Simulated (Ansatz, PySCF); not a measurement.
Gas-phase reaction (SMILES): NB(N)Cl + N (NH3) → NB(N)N + Cl (HCl); ammonia cleaves one B-Cl bond, a model of a ligand-exchange step.

Structures are relaxed separately at B3LYP-D3(BJ)/def2-TZVP in Ansatz (a first-principles code), one conformer each, not searched for the lowest. Cores are frozen in the correlated levels unless marked. Spin-orbit coupling is left out. No relativistic terms. CBS(X,Y): correlation extrapolated as X^-3; Hartree-Fock from the larger set. [CCSD(T)-MP2]/basis is that difference in the basis named. Thermal terms are rigid-rotor harmonic-oscillator values from B3LYP-D3(BJ) frequencies (Ansatz or PySCF) at 298.15 K and 1 atm. 1 Eh = 627.5095 kcal/mol.

| species | E, RI-MP2/CBS(aug-cc-pV(T+d)Z,aug-cc-pV(Q+d)Z)+[CCSD(T)-MP2]/aug-cc-pV(T+d)Z (Ansatz) (Eh) | E, wB97M-V/def2-TZVPD (Ansatz) (Eh) | H - E (Eh) |
|---|---|---|---|
| NB(N)Cl | -596.52057 | -597.09454 | 0.06511 |
| N (NH3) | -56.50756 | -56.55014 | 0.03799 |
| NB(N)N | -192.64057 | -192.84548 | 0.09030 |
| Cl (HCl) | -460.37874 | -460.79070 | 0.01000 |

Task: Work out ΔE and ΔH at 298.15 K at the first level, then ΔH at the second.

Result: 
1. ΔE = [(-192.64057) + (-460.37874)] - [(-596.52057) + (-56.50756)] = 0.00882 Eh = 5.5 kcal/mol at RI-MP2/CBS(aug-cc-pV(T+d)Z,aug-cc-pV(Q+d)Z)+[CCSD(T)-MP2]/aug-cc-pV(T+d)Z.
2. The terms H - E add up to -0.00280 Eh, so ΔH = (0.00882 + (-0.00280))×627.5095 = 3.8 kcal/mol.
3. At wB97M-V/def2-TZVPD the same steps give ΔE = 5.3 and ΔH = 3.6 kcal/mol, a shift of -0.2 from the first level.
4. These values are not checked against measurement here, since the tables used lack a sound gas-phase enthalpy of formation for at least one species.
